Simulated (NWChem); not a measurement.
## What each level costs for HCu

```
Cu
H 1 1.4632
```
Charge 0, spin multiplicity 1.

Program: NWChem. Structure: optimised with PBE/def2-SVP, a minimum by its harmonic frequencies.

Basis set: def2-QZVP (114 functions). Each entry is one whole single-point run; the coupled-cluster runs use the TCE module, and the SCF and DFT modules converge to different thresholds.

The correlated methods keep 9 core orbitals frozen. B3LYP has NWChem's definition, with VWN1-RPA local correlation. GW and range-separated runs recompute their integrals, the others keep them in memory, which bears on the times. The structure started from a generated list of species.

### Question
Roughly how much processor time does each of these take, relative to RHF: MP2, B2PLYP, PBE, B3LYP, CAM-B3LYP, CR-CCSD(T)?

### Answer
PBE about the same, within a factor of 3; B3LYP about the same, within a factor of 3; MP2 about the same, within a factor of 3; B2PLYP about 3; CR-CCSD(T) about 20; CAM-B3LYP about 20 (rough ratios from shared machines).
